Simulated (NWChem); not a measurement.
System: C2H6OSi2; SMILES [SiH2]1C(=C)[SiH2]O1

```xyz
11

C      0.0000     0.0000    -2.2920
C      0.0000     0.0000    -0.9559
Si     0.0000     1.2816     0.4338
O      0.0000     0.0000     1.5486
Si     0.0000    -1.2816     0.4338
H      0.0000    -0.9270    -2.8798
H      0.0000     0.9270    -2.8798
H      1.2162     2.1390     0.5550
H     -1.2162     2.1390     0.5550
H      1.2162    -2.1390     0.5550
H     -1.2162    -2.1390     0.5550
```
Atoms are numbered in this order, from 1.

Coordinates come from a PBE0/def2-SVP optimisation.

Question: Give the principal values of the shielding tensors (ppm) of C1, C2, Si3, O4 from PBE/pcSseg-1, GIAO (NWChem), with their diamagnetic and paramagnetic parts as GIAO splits them.

Answer: 
```tsv
atom	σ11	σ22	σ33	isotropic	diamagnetic	paramagnetic
C1	-76.2	13.1	158.5	31.8	255.7	-223.9
C2	-48.3	-18.4	110.9	14.7	259.7	-244.9
Si3	269.6	292.2	437.8	333.2	881.2	-548.0
O4	201.9	291.8	331.8	275.2	393.1	-117.9
```
